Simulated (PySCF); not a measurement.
# Radial density of F (fluorine, neutral)

TPSSh, [He] 2s2 2p4 3s1, 3s spin antiparallel (an excited configuration). Calculation: PySCF 2.14, in aug-cc-pVQZ with one added diffuse shell each of s, p, d, f, g type (7s6p5d4f3g, 105 functions); the non-relativistic Hamiltonian (point nucleus).

```
r (bohr)  4πr²ρ (e/bohr)  4πr²(ρα − ρβ)
 0.00279         0.04200        -0.0001
 0.00469          0.1146        -0.0002
 0.00790          0.3064        -0.0005
  0.0133          0.7866        -0.0012
  0.0223           1.893        -0.0025
  0.0376           4.076        -0.0038
  0.0632           7.309         0.0025
   0.106           9.694         0.0513
   0.179           8.007         0.2536
   0.301           4.352         0.8457
   0.506           5.010         1.7305
   0.851           5.597         1.7616
    1.43           2.192         0.6689
    2.41          0.3348        -0.0614
    4.05          0.2493        -0.2443
    6.81         0.08415        -0.0842
    11.5        0.001822        -0.0018
```

The outer electron is Rydberg-like, and this basis confines it to a smaller radius and binds it less than a complete one would. With the s spin flipped the determinant is a mixture of two multiplicities, not a spectroscopic state.
